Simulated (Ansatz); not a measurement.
# A ladder of methods for InCl (SMILES [Cl][In])

The species is InCl (2 atoms), meant as a singlet with charge 0. As SMILES, `[Cl][In]`. Geometry: a GFN2-xTB relaxation, a rough one for these elements and not checked as a minimum.

```xyz
2

Cl    0.0000    0.0000    0.0000
In    0.0000    0.0000    2.3857
```

Quantity: the energy change with the Cl1–In2 bond stretched from 2.386 to 3.017 Å, in eV. The values are calculated.

```tsv
level	kind	program	value (eV)	less FCI/STO-3G	CPU time (all runs)
HF/STO-3G (restricted)	Hartree–Fock	Ansatz	1.73	+0.08	0.67 s
revPBE/STO-3G (restricted)	GGA	Ansatz	1.56	-0.09	1.9 s
r2SCAN/STO-3G (restricted)	meta-GGA	Ansatz	1.70	+0.05	4.7 s
PBE0/STO-3G (restricted)	global hybrid	Ansatz	1.71	+0.06	2 s
wB97X/STO-3G (restricted)	range-separated hybrid	Ansatz	1.80	+0.15	7.3 s
B2PLYP/STO-3G (restricted)	double hybrid	Ansatz	1.69	+0.04	2.8 s
BCCD(T)/STO-3G (restricted)	coupled cluster or CI	Ansatz	1.65	0.00	0.97 s
FCI/STO-3G	exact in the basis	Ansatz	1.65	0.00	1.4 s
```

FCI/STO-3G is exact within its basis and frozen core, so for wave-function methods in that basis the difference is their error; functionals converge differently with the basis, so for them it is only a difference. All-electron rows without a relativistic Hamiltonian named are non-relativistic. The first shape isn't each level's own minimum. The values span 1.56 to 1.80 eV. All rows use very small basis sets, so none should be taken for the real molecule's value. In the correlated wave-function rows the outer d shell of In is correlated, in sets not made for it. In so small a basis fixed costs decide the times, and correlated methods can beat functionals. CPU times are rough (shared hosts, several kinds of processor and program).
